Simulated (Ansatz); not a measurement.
The molecule HfAs, multiplicity 2 (lowest of 2S+1 = 2, 4, 6, 8 at PBE0/def2-TZVPP; our sources give no spin for the ground state, which may be another). No spin–orbit coupling. As is treated without relativity.

Constants: fifth-degree fit in 1/R to seven points, most abundant isotopes. Runs in def2 and cc sets follow the lowest solution found near the PBE0 minimum.

The values were computed with Ansatz (a first-principles code).  In def2 rows elements past Kr take small-core potentials, without spin–orbit coupling.

Energies at PBE0/def2-TZVPP:

| R (Å) | E (hartree) |
|---|---|
| 2.139768 | -2283.48922731 |
| 2.197289 | -2283.49765151 |
| 2.250208 | -2283.50170491 |
| 2.310029 | -2283.50283076 |
| 2.369851 | -2283.50101494 |
| 2.438876 | -2283.49608705 |
| 2.519404 | -2283.48750218 |

Task: With a reduced mass of 52.8975 u, find the minimum, the force constant and the constants.

Result: A fifth-degree polynomial in 1/R puts the minimum at r_e = 2.3008 Å with force constant 370 N/m. Then ω_e = (1/2πc)√(k/μ) = 345 cm⁻¹ and B_e = h/(8π²cμr_e²) = 0.06020 cm⁻¹; the cubic and quartic terms give α_e = 0.00013 and ω_e x_e = 0.53 cm⁻¹.
